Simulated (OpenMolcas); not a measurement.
How basis sets differ on C2H3AlO (SMILES C#[C][AlH][OH])

C2H3AlO: 7 atoms, total charge 0, spin state singlet. As SMILES, `C#[C][AlH][OH]`. Geometry: a GFN2-xTB relaxation, a rough one for these elements and not checked as a minimum. This is one conformer, not always the lowest.

```tsv
atom	x (Å)	y (Å)	z (Å)
C	-2.0139	-1.0989	-0.2214
C	-1.0120	-0.4506	-0.0175
Al	0.5557	0.6351	0.3715
O	2.0126	0.4657	-0.3611
H	-2.8823	-1.6703	-0.4042
H	0.4826	1.7419	1.4135
H	2.8573	0.3770	-0.7808
```

Quantity: the dipole moment, in D. The values are calculated.

| level | kind | program | value (D) | CPU time |
| --- | --- | --- | --- | --- |
| HF/STO-3G | Hartree–Fock | OpenMolcas | 1.27 | 1.9 s |
| HF/STO-3G (RICD fitting) | Hartree–Fock | OpenMolcas | 1.29 | 1.6 s |
| HF/3-21G | Hartree–Fock | OpenMolcas | 1.28 | 2.4 s |
| HF/def2-SVP | Hartree–Fock | OpenMolcas | 1.21 | 5.2 s |
| HF/6-311+G** | Hartree–Fock | OpenMolcas | 0.99 | 15 s |

The values span 0.99 to 1.29 D. Magnitudes only: a small dipole may point the other way at some levels. Sets without polarisation functions give poor dipoles. CPU times are rough (shared hosts, several kinds of processor): they show what a rung costs within a factor of a few.
